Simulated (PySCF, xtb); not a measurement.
Mg(Me)2 (C2H6Mg), SMILES [CH3][Mg][CH3].

GFN2-xTB in xtb at its own geometry gives an orbital gap of 2.38 eV and a dipole moment of 2.36 D.

The structure is a stationary point at TPSSh-D3(BJ)/def2-TZVP. The isomer is the one that the SMILES or the coordinates give; other isomers of the formula were not compared.

**Question.** What does ωB97X/def2-TZVPD run with PySCF give? (Estimate from the structure and the level; the computed values follow.)

**Answer.** gap 9.87 eV (levels -8.82 and 1.05 eV), dipole 0.00 D.
